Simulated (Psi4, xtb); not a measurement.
Torsional profile of SMILES [SiH3]CCCl. Scanned: dihedral Si1–C2–C3–Cl4; all other coordinates were relaxed at GFN2-xTB. Points at φ and −φ are mirror images. Heavy atoms are numbered in the order of the SMILES [SiH3]CCCl, hydrogens after them in the order of the atoms that carry them; the mirror image has the same energies with the sign of each dihedral reversed.

Computed with: PBE/def2-TZVP // GFN2-xTB (Psi4); GFN1-xTB // GFN2-xTB (xtb); HF/cc-pVTZ // GFN2-xTB (Psi4).

Energies in kcal/mol, each method relative to its own lowest point.

| φ / ° | PBE/def2-TZVP | GFN1-xTB | HF/cc-pVTZ |
|---|---|---|---|
| -160 | 0.8 | 5.2 | 0.9 |
| -140 | 2.5 | 6.3 | 2.9 |
| -120 | 3.9 | 7.0 | 4.2 |
| -100 | 3.3 | 6.5 | 3.4 |
| -80 | 1.9 | 5.0 | 1.9 |
| -60 | 1.3 | 3.2 | 1.5 |
| -40 | 2.2 | 0.9 | 3.1 |
| -20 | 3.9 | 0.0 | 5.4 |
| 0 | 4.7 | 0.0 | 6.4 |
| 20 | 3.9 | 0.0 | 5.4 |
| 40 | 2.2 | 0.9 | 3.1 |
| 60 | 1.3 | 3.2 | 1.5 |
| 80 | 1.9 | 5.0 | 1.9 |
| 100 | 3.3 | 6.5 | 3.4 |
| 120 | 3.9 | 7.0 | 4.2 |
| 140 | 2.5 | 6.3 | 2.9 |
| 160 | 0.8 | 5.2 | 0.9 |
| 180 | 0.0 | 4.8 | 0.0 |
